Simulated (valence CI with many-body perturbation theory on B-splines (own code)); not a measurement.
Lu XXIII: calculated level list

Computed by valence CI with perturbative core correlation (CI+MBPT): three valence electrons over a frozen Dirac-Fock core [Kr] 4d10, radial functions for each j: 8 s, 8 p, 9 d, 9 f, 6 g, 3 h, 2 i, with the one-electron correlation potential Σ1 (screened to all orders), the two-electron term Σ2, the three-electron term Σ3, Breit, model QED; selected single and double excitations, second order for the rest, scaled by the run's own slope (own B-spline code, finite nucleus).

No measured levels were compared; by estimate terms of the open shell hold to a few per cent of their energy, and close levels can change places. Core correlation moves these levels by up to 44000 cm⁻¹, and in measured spectra 5 to 20 % of such shifts remained as error; rates that hang on mixing are uncertain with them.

Levels 1 to 45 of 64, with energies above the lowest level, 4f3 4I°_9/2. "Leading %" is the weight of the configuration and term that name the level; weights of strongly mixed levels are sums over their largest components and can fall short. In the jj column 3d3/2^4 stands for four electrons in 3d with j = 3/2.

```csv
No.,Configuration,Term,J,E (cm⁻¹),Leading %,g,Leading jj
1,4f3,4I°,9/2,0,86,0.751,4f5/2^3 (79 %)
2,4f3,4I°,11/2,14078,96,0.968,4f5/2^2 4f7/2 (93 %)
3,4f3,4I°,13/2,26692,95,1.098,4f5/2 4f7/2^2 (68 %)
4,4f3,4F°,3/2,31092,71,0.571,4f5/2^3 (72 %)
5,4f3,2H°,9/2,36574,43,1.009,4f5/2^2 4f7/2 (75 %)
6,4f3,4I°,15/2,38042,88,1.181,4f5/2 4f7/2^2 (50 %)
7,4f3,4F°,5/2,40549,86,1.021,4f5/2^2 4f7/2 (69 %)
8,4f3,4S°,3/2,44604,70,1.697,4f5/2^2 4f7/2 (82 %)
9,4f3,4F°,7/2,45072,59,1.099,4f5/2^2 4f7/2 (86 %)
10,4f3,4G°,5/2,48558,88,0.615,4f5/2^2 4f7/2 (45 %)
11,4f3,4G°,7/2,54477,62,1.030,4f5/2^2 4f7/2 (77 %)
12,4f3,4F°,9/2,55302,64,1.190,4f5/2 4f7/2^2 (86 %)
13,4f3,2H°,11/2,57464,77,1.111,4f5/2 4f7/2^2 (72 %)
14,4f3,2K°,13/2,59125,92,0.944,4f5/2^2 4f7/2 (61 %)
15,4f3,2G°,7/2,64753,50,0.981,4f5/2 4f7/2^2 (81 %)
16,4f3,2D°,3/2,65394,35,1.134,4f5/2 4f7/2^2 (65 %)
17,4f3,4G°,9/2,67219,87,1.140,4f5/2 4f7/2^2 (76 %)
18,4f3,2K°,15/2,69327,59,1.040,4f5/2^2 4f7/2 (65 %)
19,4f3,2P°,1/2,69614,71,0.470,4f5/2^2 4f7/2 (82 %)
20,4f3,2D°,5/2,75665,70,1.196,4f5/2^2 4f7/2 (46 %)
21,4f3,4G°,11/2,76141,52,1.170,4f5/2^2 4f7/2 (42 %)
22,4f3,2D°,5/2,80591,52,1.240,4f5/2 4f7/2^2 (53 %)
23,4f3,2G°,9/2,80601,56,1.125,4f7/2^3 (76 %)
24,4f3,4D°,3/2,80933,53,1.082,4f5/2^2 4f7/2 (71 %)
25,4f3,2I°,11/2,84590,66,1.021,4f5/2 4f7/2^2 (55 %)
26,4f3,4D°,1/2,89484,71,0.189,4f5/2 4f7/2^2 (82 %)
27,4f3,2D°,3/2,91733,44,1.068,4f5/2 4f7/2^2 (48 %)
28,4f3,2L°,15/2,92846,68,0.980,4f5/2 4f7/2^2 (50 %)
29,4f3,2I°,13/2,94018,96,1.069,4f5/2 4f7/2^2 (93 %)
30,4f3,4D°,7/2,95774,94,1.408,4f5/2 4f7/2^2 (69 %)
31,4f3,2L°,17/2,97068,100,1.057,4f5/2 4f7/2^2 (100 %)
32,4f3,2H°,9/2,97893,85,0.940,4f5/2 4f7/2^2 (44 %)
33,4f3,2F°,5/2,106060,47,1.069,4f5/2 4f7/2^2 (83 %)
34,4f3,2D°,3/2,107410,63,0.967,4f7/2^3 (53 %)
35,4f3,2H°,11/2,110350,68,1.062,4f7/2^3 (60 %)
36,4f3,2D°,5/2,123490,53,1.073,4f7/2^3 (74 %)
37,4f3,2F°,7/2,124010,89,1.144,4f5/2 4f7/2^2 (47 %)
38,4f3,2G°,9/2,136380,95,1.100,4f5/2 4f7/2^2 (72 %)
39,4f3,2G°,7/2,140150,92,0.907,4f5/2 4f7/2^2 (48 %)
40,4f3,2F°,7/2,188770,94,1.131,4f5/2^2 4f7/2 (40 %)
41,4f3,2F°,5/2,194310,100,0.856,4f5/2 4f7/2^2 (86 %)
42,4f2.5s,4H,7/2,605950,92,0.683,4f5/2^2 5s (94 %)
43,4f2.5s,4H,9/2,610800,65,0.969,4f5/2^2 5s (88 %)
44,4f2.5s,4F,3/2,621750,91,0.435,4f5/2^2 5s (81 %)
45,4f2.5s,4F,5/2,625630,74,1.016,4f5/2^2 5s (73 %)
```

Names give the largest LS component (configuration and term), which can be under half, so a name can repeat, a term be missing and a line seem to break the LS rules; names also repeat where a configuration has a term twice.

Where two levels of one J and parity lie close, their mixing, g and order are uncertain.

The ionisation energy to 4f2 3H_4 of the next ion comes out as 624.4 eV (NIST: 630 ± 30 eV (theoretical)). All 64 levels together are meant to be complete up to 709050 cm⁻¹.
